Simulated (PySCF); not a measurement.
B(OEt)(NH2)(NMe2) (C4H13BN2O), SMILES C(C)OB(N(C)C)N.

Geometry: B3LYP-D3(BJ)/def2-SVP. Other conformers were not sampled.

Computed with B3LYP-D3(BJ)/def2-SVP (PySCF).

No scaling factor is applied to the harmonic values.

Computed harmonic wavenumbers and intensities:
```
mode  ν (cm⁻¹)  IR (km/mol)  moving atoms (share of kinetic energy)
----  --------  -----------  --------------------------------------
1           52          0.1                  C 47 %, H 32 %, O 20 %
2           80          2.0           H 39 %, O 31 %, C 19 %, N 9 %
3           89          0.1                  H 43 %, C 36 %, N 18 %
4          111          0.1           H 57 %, C 17 %, N 16 %, O 9 %
5          140          0.3          H 37 %, C 34 %, N 15 %, O 11 %
6          183          1.1                          H 83 %, N 10 %
7          222        118.6                          H 73 %, N 24 %
8          248         38.8                          H 63 %, N 27 %
9          278          0.4                           H 84 %, C 8 %
10         288          8.6          H 35 %, C 32 %, N 21 %, O 13 %
11         341          1.0                  C 57 %, H 30 %, N 11 %
12         371          1.7           C 38 %, H 37 %, N 16 %, O 9 %
13         436          2.7                                  H 90 %
14         478          0.1                  C 33 %, H 27 %, N 26 %
15         492          4.1  H 30 %, C 24 %, N 19 %, O 17 %, B 11 %
16         637         19.9                          B 78 %, N 11 %
17         732          3.3          H 27 %, N 25 %, C 25 %, O 17 %
18         823          0.3                                  H 92 %
19         846          4.5          H 52 %, O 18 %, N 14 %, C 11 %
20         944          4.4                  H 44 %, C 32 %, O 15 %
21        1025         36.8                  H 41 %, C 37 %, N 19 %
22        1089          6.2                          H 74 %, C 24 %
23        1112          7.9                          C 49 %, H 38 %
24        1120          1.6                          H 80 %, C 20 %
25        1143          6.7                  C 41 %, H 34 %, O 18 %
26        1172          4.1                  H 69 %, C 20 %, N 11 %
27        1179          5.4                          H 61 %, C 36 %
28        1237        198.4          H 32 %, B 24 %, N 19 %, C 17 %
29        1269         79.1           N 51 %, C 27 %, O 11 %, H 8 %
30        1301          0.5                                  H 92 %
31        1367        367.2          H 39 %, B 32 %, C 12 %, O 11 %
32        1389         84.8                  H 65 %, C 16 %, B 13 %
33        1422         64.0                          H 74 %, C 20 %
34        1439         58.9                  H 68 %, C 15 %, B 10 %
35        1447        122.0           H 60 %, C 21 %, B 10 %, N 8 %
36        1455          5.3                                  H 97 %
37        1458          6.2                                  H 92 %
38        1469         46.2                                  H 86 %
39        1470          8.1                                  H 96 %
40        1476          0.2                                  H 95 %
41        1481         11.8                                  H 95 %
42        1508          1.7                                  H 91 %
43        1547        192.9                  H 57 %, N 23 %, B 18 %
44        1601        277.0                  H 67 %, N 20 %, B 12 %
45        2956         65.1                                  H 96 %
46        2964        177.9                                  H 95 %
47        2967         34.1                                  H 95 %
48        3003         32.4                          H 90 %, C 10 %
49        3005        125.0                           H 91 %, C 9 %
50        3013         17.2                           H 91 %, C 9 %
51        3035         17.2                                  H 97 %
52        3114         29.1                           H 91 %, C 9 %
53        3122         26.1                           H 91 %, C 9 %
54        3124         24.2                          H 90 %, C 10 %
55        3157          4.9                           H 91 %, C 9 %
56        3635         26.7                                  H 96 %
57        3730         21.0                           H 91 %, N 9 %
```
